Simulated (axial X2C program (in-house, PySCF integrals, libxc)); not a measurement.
Bond lengths and stretching modes, held linear, of GeNC

Calculated with an axial X2C code built on PySCF integrals: two-component X2C with atomic mean-field Coulomb and Gaunt terms, Gaussian nuclei, basis Ge dyall-v3z, N dyall-av3z, C dyall-v3z with contracted cores. Spin-free rows use the one-electron spin-free X2C Hamiltonian.

Masses Ge 73.921, N 14.003, C 12.000 u. States: 2c Ω = 1/2 (beyond evenly filled blocks: ω = 1/2); spin-free M_S = 1/2, Λ = 1 (beyond evenly filled blocks: π+α).

MP2, spin-free: energies above the lowest point

```csv
r(Ge–N) (Å),r(N–C) (Å),E (meV)
1.8174,1.1505,108.91
1.8174,1.1800,32.12
1.8174,1.2095,48.64
1.8640,1.1505,76.03
1.8640,1.1800,0.00
1.8640,1.2095,16.33
1.8640,1.2390,114.21
1.9106,1.1505,81.84
1.9106,1.1800,6.34
1.9106,1.2095,22.38
1.9572,1.1800,43.48
1.9572,1.2390,153.72
```

Q: Fit a quadratic surface with cubic terms in each bond: where is the minimum, and what are the two stretching wavenumbers?

A: At MP2, spin-free: bonds 1.879 and 1.189 Å; harmonic stretches 472.8 and 2109.7 cm⁻¹; force constants 2.63, 16.3 and coupling -0.05 mdyn/Å.

The other levels and Hamiltonians give:

```csv
Hamiltonian,level,r(Ge–N) (Å),r(N–C) (Å),lower stretch (cm⁻¹),upper stretch (cm⁻¹)
2c,PBE0,1.862,1.180,482.1,2073.7
2c,HF,1.868,1.158,491.6,2236.9
2c,BHandHLYP,1.863,1.166,485.2,2154.1
2c,MP2,1.880,1.189,471.8,2110.0
spin-free,PBE0,1.860,1.180,483.4,2071.3
spin-free,HF,1.867,1.158,492.8,2235.6
spin-free,BHandHLYP,1.861,1.167,486.4,2152.3
```

Each state is one determinant, the lowest of a limited PBE0 search; the stretches come from a fit to these few points and carry an uncertainty of a few per cent. Other orders of the atoms were not compared. MP2 freezes inner shells (threshold -2 hartree). The molecule was held linear; bending was not examined, so a bent shape may lie lower. Note: functional without a current term on a determinant with orbital currents, of the molecule or an atom.
